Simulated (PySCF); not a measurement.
Dipole response of Bi(3+) (bismuth, charge +3)

[Xe] 4f14 5d10 6s2, closed-shell 1S. Computed with PySCF 2.14 in aug-cc-pVQZ-DK3 (10s9p7d4f2g, 118 functions), with the spin-free X2C one-electron Hamiltonian (Gaussian nucleus). Coupled (time-dependent) response in atomic units; α is the mean over directions.

```csv
method,mean α (bohr³),C₆ (like pair),S(−4)
UHF,11.07,64.84,35.36
```

S(−4) is the Cauchy moment in α(ω) = α(0) + S(−4) ω² + …

α(iu) at UHF:

```json
{"u (hartree)": "0", "α(iu) (bohr³)": "11.07"}
{"u (hartree)": "0.0500", "α(iu) (bohr³)": "10.98"}
{"u (hartree)": "0.100", "α(iu) (bohr³)": "10.73"}
{"u (hartree)": "0.200", "α(iu) (bohr³)": "9.858"}
{"u (hartree)": "0.300", "α(iu) (bohr³)": "8.752"}
{"u (hartree)": "0.500", "α(iu) (bohr³)": "6.694"}
{"u (hartree)": "0.750", "α(iu) (bohr³)": "4.935"}
{"u (hartree)": "1.00", "α(iu) (bohr³)": "3.841"}
{"u (hartree)": "1.50", "α(iu) (bohr³)": "2.598"}
{"u (hartree)": "2.00", "α(iu) (bohr³)": "1.904"}
{"u (hartree)": "3.00", "α(iu) (bohr³)": "1.148"}
{"u (hartree)": "5.00", "α(iu) (bohr³)": "0.5335"}
```

A single London oscillator, α(iu) = α/(1 + u²/ω²), gives C₆ = (3/4) ω α². Matching the computed C₆ needs ω = 4 × 64.84 / (3 × 11.07²) = 0.705 hartree.

For an ion, C₆ is the dispersion term alone; charge-induced terms of lower order in 1/R come first.

Spin-orbit coupling, which splits the p, d and f shells strongly at this Z, is absent.
